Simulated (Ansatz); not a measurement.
CH4ClFOSi (`FC(Cl)O[SiH3]`), 9 atoms. The species carries charge 0 and has multiplicity 1. All runs use 4 threads of an AMD EPYC 7B13 on a shared host. Correlated methods freeze the cores.

(1) Give the basis size and wall time and peak host memory of each of these runs in Ansatz. RKS LC-ωPBE/def2-TZVPP energy; RHF-CCSD(T)/def2-SVP energy; RHF-CCSD(T)/def2-TZVPP energy; RKS PBE0-D4/def2-TZVP frequencies; RKS PBE0-D4/def2-SVP energy; RHF-MP2/def2-QZVPP energy; RKS PBE0-D4/def2-QZVPP energy; RKS PBE0-D4/def2-TZVP relaxation (11 steps); direct RPA on PBE orbitals/def2-TZVPP energy; RKS PBE0-D4/def2-TZVPP energy; RKS ωB97M-V/def2-TZVPP energy and forces; RKS ωB97M-V/def2-QZVPP energy. (Best estimate.)

## Answers

(1) Computed: Other jobs shared the machine, so times are rough.

| level | job | functions | wall time | peak host memory (GiB) |
| --- | --- | --- | --- | --- |
| RKS PBE0-D4/def2-SVP | energy | 98 | 1 s | 0.2 |
| RKS LC-ωPBE/def2-TZVPP | energy | 233 | 2.1 s | 0.42 |
| RKS PBE0-D4/def2-TZVPP | energy | 233 | 2.3 s | 0.59 |
| RHF-CCSD(T)/def2-SVP | energy | 98 | 3.2 s | 0.4 |
| direct RPA on PBE orbitals/def2-TZVPP | energy | 233 | 4.3 s | 0.52 |
| RKS PBE0-D4/def2-QZVPP | energy | 431 | 7 s | 1.5 |
| RKS ωB97M-V/def2-TZVPP | energy and forces | 233 | 7.5 s | 0.83 |
| RHF-MP2/def2-QZVPP | energy | 431 | 14 s | 2.3 |
| RKS ωB97M-V/def2-QZVPP | energy | 431 | 14 s | 1.8 |
| RKS PBE0-D4/def2-TZVP | relaxation (11 steps) | 191 | 33 s | 0.51 |
| RHF-CCSD(T)/def2-TZVPP | energy | 233 | 82 s | 4.2 |
| RKS PBE0-D4/def2-TZVP | frequencies | 191 | 2 min | 0.52 |

LC-ωPBE has ω = 0.4 bohr⁻¹.
